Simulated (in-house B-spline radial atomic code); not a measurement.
RPA and G0W0 for the lutetium ion Lu²⁺, [Xe] 4f14 6s1, highest spin, as one setting changes: the share of exact exchange in the PBE hybrid start. A dash marks a level of low quasi-particle weight. Computed with an all-electron radial atomic-structure program (B-spline basis): all electrons, scalar-relativistic (spin-free one-electron X2C), finite nucleus, each spin shell either full or empty, empty states to l = 9 with an (l + 1/2)⁻⁴ tail; G0W0 by contour deformation at full frequency.

Without the two-electron picture change, the correlation of inner shells comes somewhat too large for so heavy an element.

RPA overbinds a lone outer s electron by self-correlation, and G0W0 tends to as well.

```
share of exact exchange in the PBE hybrid start  mean-field level (eV)  G0W0 level (eV)  RPA correlation (Eh)
                                              0                -17.979    6s up -21.598               -6.4651
                                            0.1                      ?                ?                     ?
                                            0.2                -18.478    6s up -21.501                -6.344
                                            0.3                -18.727    6s up -21.449               -6.2882
                                            0.4                      ?                ?                     ?
                                            0.5                -19.222    6s up -21.350                -6.183
                                            0.6                -19.469    6s up -21.303               -6.1331
                                            0.7                -19.714    6s up -21.257               -6.0847
                                            0.8                -19.958    6s up -21.212               -6.0377
                                            0.9                -20.201    6s up -21.169               -5.9921
                                              1                -20.443    6s up -21.127               -5.9477
```

Question: What belongs in the row for 0.4?

Answer: mean-field level (eV): -18.975; G0W0 level (eV): 6s up -21.399; RPA correlation (Eh): -6.2347.

Question: What belongs in the row for 0.1?

Answer: mean-field level (eV): -18.229; G0W0 level (eV): 6s up -21.553; RPA correlation (Eh): -6.4025.
